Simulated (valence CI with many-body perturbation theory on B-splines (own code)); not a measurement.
E1 transitions of Ir⁵⁺

Method: relativistic CI+MBPT: four valence electrons over a frozen Dirac-Fock core [Xe] 4f14, a basis of 7 s, 7 p, 8 d, 6 f, 4 g, 1 h functions for each j, with the one-electron correlation potential Σ1, the two-electron term Σ2, the three-electron term Σ3, Breit, model QED; selected CI, second order for the rest, scaled by the run's own slope (own B-spline code, finite nucleus).

No measured spectrum was set against this ion. As an estimate, terms of the open shell hold to 2 to 4 % of their energy, and close levels can change places; different configurations can be misplaced against each other by 1,000 to 8,000 cm⁻¹. The list stops below the first excitations out of the core.

Lines 201 to 250 of 600 in falling wavelength, among levels below 290280 cm⁻¹, chosen from the strongest by gf and those to the six lowest levels. Wavelengths and rates use the calculated energies, so an error of 2000 cm⁻¹ moves a line at 1013 Å by 2 % and its rate by three times that or more. Electric multipoles are in the length gauge, E1 and E2 with the static RPA response of the core. Weak lines are less certain than strong ones. Lines between different terms over intervals too small for the method are left out, as are lines whose strength nearly cancels. Where a level lies close to another of its J and parity, the split of strength between their lines is uncertain. The highest levels of a list are the least certain.

Levels are named by their leading jj configuration (3d3/2^4 stands for four electrons in 3d with j = 3/2), which in mixed levels can hold well under half, so a name can repeat and another be missing. Letters in brackets count levels of one name in rising energy.

```tsv
λ vac (Å)	Upper	Lower	A (s⁻¹)	S (a.u.) with core polarisation	S without
1013	(5d3/2 5d5/2^2 6p3/2) J=2 [d]	(5d3/2 5d5/2^2 6s) J=2 [b]	4.68e+08	1.20e+00	1.44e+00
1012	(5d3/2 5d5/2^2 6p3/2) J=4 [b]	(5d3/2^2 5d5/2 6s) J=4 [c]	3.45e+08	1.59e+00	1.92e+00
1012	(5d5/2^3 6p3/2) J=3	(5d5/2^3 6s) J=2 [a]	1.07e+09	3.84e+00	4.61e+00
1012	(5d3/2 5d5/2^2 6p3/2) J=2 [c]	(5d3/2 5d5/2^2 6s) J=1 [a]	1.18e+09	3.02e+00	3.66e+00
1011	(5d3/2 5d5/2^2 6p3/2) J=3 [g]	(5d3/2 5d5/2^2 6s) J=2 [c]	6.90e+08	2.47e+00	2.97e+00
1010	(5d3/2 5d5/2^2 6p3/2) J=5 [d]	(5d5/2^3 6s) J=4	3.03e+08	1.70e+00	2.04e+00
1010	(5d3/2^2 5d5/2 6p3/2) J=2 [d]	(5d3/2^2 5d5/2 6s) J=1 [b]	4.55e+08	1.16e+00	1.38e+00
1009	(5d3/2 5d5/2^2 6p3/2) J=3 [c]	(5d3/2 5d5/2^2 6s) J=4 [a]	2.76e+08	9.80e-01	1.19e+00
1008	(5d5/2^3 6p3/2) J=4 [a]	(5d3/2 5d5/2^2 6s) J=3 [d]	6.86e+08	3.12e+00	3.77e+00
1007	(5d3/2 5d5/2^2 6p3/2) J=5 [a]	(5d3/2^2 5d5/2 6s) J=5 [b]	5.54e+08	3.08e+00	3.74e+00
1007	(5d5/2^3 6p3/2) J=4 [a]	(5d3/2 5d5/2^2 6s) J=5 [b]	2.18e+08	9.88e-01	1.20e+00
1007	(5d3/2 5d5/2^2 6p3/2) J=1 [c]	(5d3/2 5d5/2^2 6s) J=2 [b]	1.08e+09	1.64e+00	1.97e+00
1004	(5d3/2^2 5d5/2 6p3/2) J=1 [c]	(5d3/2^2 5d5/2 6s) J=1 [b]	9.18e+08	1.38e+00	1.65e+00
1004	(5d3/2 5d5/2^2 6p3/2) J=3 [c]	(5d3/2 5d5/2^2 6s) J=2 [a]	1.02e+09	3.55e+00	4.30e+00
1003	(5d5/2^3 6p1/2) J=4	(5d3/2^2 5d5/2 6s) J=3 [b]	1.65e+08	7.40e-01	8.85e-01
1002	(5d3/2 5d5/2^2 6p3/2) J=4 [f]	(5d5/2^3 6s) J=4	3.44e+08	1.54e+00	1.85e+00
1002	(5d3/2^2 5d5/2 6p3/2) J=6	(5d3/2^2 5d5/2 6s) J=5 [b]	2.10e+09	1.35e+01	1.63e+01
999.6	(5d3/2 5d5/2^2 6p3/2) J=7	(5d3/2 5d5/2^2 6s) J=6	2.27e+09	1.68e+01	2.02e+01
999.5	(5d3/2^2 5d5/2 6p3/2) J=2 [b]	(5d3/2^2 5d5/2 6s) J=2 [a]	4.83e+08	1.19e+00	1.43e+00
999.4	(5d3/2 5d5/2^2 6p3/2) J=3 [a]	(5d3/2 5d5/2^2 6s) J=3 [b]	3.00e+08	1.03e+00	1.24e+00
999.4	(5d3/2 5d5/2^2 6p3/2) J=3 [g]	(5d3/2 5d5/2^2 6s) J=3 [d]	3.95e+08	1.36e+00	1.65e+00
998.8	(5d3/2^2 5d5/2 6p3/2) J=2 [c]	(5d3/2^2 5d5/2 6s) J=1 [a]	7.25e+08	1.78e+00	2.16e+00
998.2	(5d3/2 5d5/2^2 6p1/2) J=4 [b]	(5d3/2^2 5d5/2 6s) J=3 [a]	5.79e+08	2.56e+00	3.10e+00
997.8	(5d5/2^3 6p3/2) J=4 [b]	(5d5/2^3 6s) J=3	2.13e+09	9.39e+00	1.14e+01
997.2	(5d3/2 5d5/2^2 6p1/2) J=5 [b]	(5d3/2^2 5d5/2 6s) J=5 [a]	2.67e+08	1.44e+00	1.75e+00
997.2	(5d3/2 5d5/2^2 6p3/2) J=5 [b]	(5d3/2^2 5d5/2 6s) J=4 [c]	3.61e+08	1.94e+00	2.33e+00
996.7	(5d3/2^2 5d5/2 6p3/2) J=5 [a]	(5d3/2^2 5d5/2 6s) J=4 [a]	1.68e+09	9.03e+00	1.09e+01
996.3	(5d3/2 5d5/2^2 6p3/2) J=2 [a]	(5d3/2 5d5/2^2 6s) J=3 [b]	1.26e+09	3.08e+00	3.73e+00
996.1	(5d3/2 5d5/2^2 6p3/2) J=3 [b]	(5d3/2 5d5/2^2 6s) J=3 [b]	9.68e+08	3.30e+00	3.98e+00
995.7	(5d3/2^3 6p3/2) J=3	(5d3/2^3 6s) J=2	9.10e+08	3.10e+00	3.74e+00
995.6	(5d3/2 5d5/2^2 6p1/2) J=6 [b]	(5d3/2^2 5d5/2 6s) J=5 [a]	1.51e+09	9.53e+00	1.15e+01
995.5	(5d3/2 5d5/2^2 6p3/2) J=4 [e]	(5d3/2 5d5/2^2 6s) J=3 [c]	2.23e+08	9.78e-01	1.18e+00
994.6	(5d3/2 5d5/2^2 6p3/2) J=3 [h]	(5d5/2^3 6s) J=2 [a]	2.51e+08	8.55e-01	1.03e+00
994.2	(5d5/2^3 6p3/2) J=1 [a]	(5d5/2^3 6s) J=1	1.20e+09	1.74e+00	2.09e+00
993.8	(5d5/2^3 6p3/2) J=3	(5d5/2^3 6s) J=4	3.76e+08	1.27e+00	1.54e+00
992.1	(5d3/2 5d5/2^2 6p3/2) J=4 [a]	(5d3/2 5d5/2^2 6s) J=3 [a]	4.91e+08	2.13e+00	2.59e+00
991.6	(5d3/2^2 5d5/2 6p3/2) J=3 [b]	(5d3/2^2 5d5/2 6s) J=2 [a]	2.31e+08	7.80e-01	9.54e-01
990.5	(5d3/2 5d5/2^2 6p3/2) J=4 [e]	(5d3/2 5d5/2^2 6s) J=5 [a]	7.11e+08	3.07e+00	3.72e+00
990.0	(5d3/2 5d5/2^2 6p3/2) J=3 [b]	(5d3/2^2 5d5/2 6s) J=4 [c]	2.87e+08	9.64e-01	1.16e+00
990.0	(5d3/2 5d5/2^2 6p3/2) J=5 [d]	(5d3/2 5d5/2^2 6s) J=4 [b]	1.77e+09	9.34e+00	1.13e+01
989.1	(5d3/2^3 6p3/2) J=2	(5d3/2^3 6s) J=2	1.16e+09	2.78e+00	3.37e+00
988.9	(5d3/2 5d5/2^2 6p3/2) J=5 [c]	(5d3/2 5d5/2^2 6s) J=6	4.13e+08	2.17e+00	2.64e+00
986.2	(5d3/2^3 6p3/2) J=0	(5d3/2^3 6s) J=1	1.88e+09	8.91e-01	1.08e+00
986.1	(5d5/2^3 6p3/2) J=1 [b]	(5d5/2^3 6s) J=2 [b]	1.73e+09	2.45e+00	2.94e+00
985.5	(5d3/2 5d5/2^2 6p3/2) J=5 [b]	(5d3/2^2 5d5/2 6s) J=5 [b]	2.71e+08	1.41e+00	1.71e+00
984.5	(5d3/2 5d5/2^2 6p3/2) J=2 [g]	(5d3/2 5d5/2^2 6s) J=2 [c]	9.16e+08	2.16e+00	2.60e+00
984.0	(5d5/2^3 6p3/2) J=2 [b]	(5d5/2^3 6s) J=3	5.54e+08	1.30e+00	1.58e+00
983.3	(5d3/2 5d5/2^2 6p1/2) J=1 [c]	(5d3/2^2 5d5/2 6s) J=2 [c]	8.91e+08	1.25e+00	1.51e+00
982.4	(5d3/2 5d5/2^2 6p3/2) J=4 [f]	(5d3/2 5d5/2^2 6s) J=4 [b]	5.23e+08	2.20e+00	2.66e+00
982.4	(5d3/2 5d5/2^2 6p3/2) J=3 [d]	(5d3/2 5d5/2^2 6s) J=4 [a]	4.72e+08	1.55e+00	1.85e+00
```
